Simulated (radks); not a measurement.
Values are calculated unless marked as measured or tabulated.
Question: Mo, configuration [Kr] 4d4.25 5s1.75 (fractional occupations, a model configuration). Code: a radial shooting solver on a logarithmic mesh with Libxc functionals. Model: Dirac Kohn-Sham, BLYP, spin-unpolarised, spherical densities, point nucleus; open shells are shared between the two j in proportion to 2j + 1. Some entries of the table are withheld. Estimate them.

orbital  occ.  eigenvalue (eV)  r(max) (bohr)  <1/r> (bohr^-1)
1s1/2       2        -19818.86            (1)            43.55
2s1/2       2        -2800.320         0.1297            9.913
2p1/2       2        -2576.597         0.1009            9.890
2p3/2       4        -2469.973         0.1047            9.417
3s1/2       2        -478.0421         0.3838            3.390
3p1/2       2        -392.9389         0.3709            3.289
3p3/2       4        -375.3846         0.3803            3.175
3d3/2       4        -224.8639         0.3208            2.987
3d5/2       6        -221.5399         0.3235            2.957
4s1/2       2              (2)         0.9874              (3)
4p1/2       2         -41.9172          1.052              (4)
4p3/2       4         -39.3895          1.077              (5)
4d3/2     1.7          -5.1113          1.358           0.7251
4d5/2    2.55          -4.8899          1.371           0.7155
5s1/2    1.75          -4.5817          2.862           0.3708

Answer: 
(1) 1s1/2 r(max) (bohr): 0.02287
(2) 4s1/2 eigenvalue (eV): -66.1668
(3) 4s1/2 <1/r> (bohr^-1): 1.240
(4) 4p1/2 <1/r> (bohr^-1): 1.118
(5) 4p3/2 <1/r> (bohr^-1): 1.084
